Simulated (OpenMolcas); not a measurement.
## GeSiH4F: a line through the functionals

GeSiH4F: 7 atoms, total charge 0, spin state doublet. SMILES: `F[SiH][GeH3]`. The coordinates come from a PBE0-D4/def2-TZVP relaxation.

The vertical energy of the quartet above the doublet y, in eV, basis def2-SVPD; a is the functional's share of exact exchange. Programs: OpenMolcas 26.06.

| functional | program | a | y (eV) |
| --- | --- | --- | --- |
| U-revPBE | OpenMolcas | 0 | 5.60 |
| UBLYP | OpenMolcas | 0 | 5.77 |
| UB3LYP | OpenMolcas | 0.2 | ? |
| UPBE0 | OpenMolcas | 0.25 | 5.87 |
| UBHLYP | OpenMolcas | 0.5 | 6.28 |

Question: Fit y = c + s·a to the known rows and predict UB3LYP.

Answer: 
1. Means of the 4 rows: a = 0.1875, y = 5.880.
2. Σ(Δa)² = 0.17188, Σ(Δa·Δy) = 0.1975, so the slope is 0.1975/0.17188 = 1.1491.
3. Intercept: 5.880 − (1.1491) × 0.1875 = 5.665. The largest residual of the fit is 0.10.
4. UB3LYP: 5.665 + (1.1491) × 0.2 = 5.89 eV.

The run gave 5.99 eV, so the prediction is off by -0.10 eV, within the largest residual. The rows mix families of semi-local functionals, which the line can't see.
